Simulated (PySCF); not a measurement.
**Spin-rotation constants: (F)2Ti(OSiH2)2O**

Geometry (Å), atoms numbered from 1 in this order:
```xyz
12

Ti    0.2207   -1.5599    0.7555
F    -0.2478   -1.8170    2.3880
F     0.9059   -2.8951   -0.0803
O     1.3643   -0.2724    0.7267
Si    1.2619    1.2082    0.0789
O    -0.1930    1.3527   -0.6493
Si   -1.4836    0.3716   -0.8473
O    -1.1688   -1.0407   -0.1193
H     1.2721    2.1894    1.1659
H     2.2627    1.3154   -0.9855
H    -2.5961    1.0150   -0.1445
H    -1.5981    0.1329   -2.2887
```

Method used: PySCF 2.14.0, GIAO PBE/def2-SVP (def2-TZVP on Ti) magnetisability, rotational g tensor and spin-rotation constants, non-relativistic, gas phase. Geometry: GFN2-xTB.

**Question.** Give the nuclear spin-rotation constants along the inertial axes (H = +C I·J) beside the isotropic shieldings.

**Answer.** Rotational constants 1.7124, 0.9737, 0.7919 GHz. A star marks the isotopologue with that one atom substituted, in its own axes.
```csv
atom,isotope,Caa (kHz),Cbb (kHz),Ccc (kHz),mean (kHz),σ (ppm)
F2,19F,5.534,3.967,1.390,3.630,-56.5
F3,19F,5.422,3.974,1.453,3.616,-57.8
H9,1H,-0.124,-0.059,0.007,-0.059,26.3
H10,1H,-0.121,-0.059,0.006,-0.058,26.3
H11,1H,-0.123,-0.059,0.006,-0.059,26.3
H12,1H,-0.122,-0.059,0.006,-0.058,26.3
O4,17O*,-0.647,-0.203,-0.356,-0.402,-24.8
Si5,29Si*,-0.910,-0.521,-0.400,-0.610,436.9
O6,17O*,-0.068,-0.167,-0.153,-0.129,230.6
```
For the geometry as given, no vibrational averaging.
